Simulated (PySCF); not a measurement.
```xyz
9

C      2.1848    -0.1366    -0.7912
C      1.1290    -0.0649    -0.2210
C     -0.1331     0.0212     0.4694
C     -1.3074     0.7165    -0.1644
C     -1.3795    -0.5653    -0.1361
H      3.1178    -0.1999    -1.2986
H     -0.0362     0.0394     1.5548
H     -1.6986     1.6783    -0.4475
H     -1.8767    -1.4886    -0.3778
```

Charge 0, multiplicity 1.

Q: Give the Mulliken and meta-Löwdin atomic charges from PBE-D3(BJ)/def2-TZVP // PBE0-D3(BJ)/def2-TZVP (PySCF).

A: 
```tsv
atom	Mulliken (e)	meta-Löwdin (e)
C1	-0.13	-0.24
C2	0.00	-0.04
C3	-0.27	-0.10
C4	-0.08	-0.11
C5	-0.08	-0.11
H6	0.15	0.17
H7	0.11	0.12
H8	0.15	0.15
H9	0.15	0.15
```
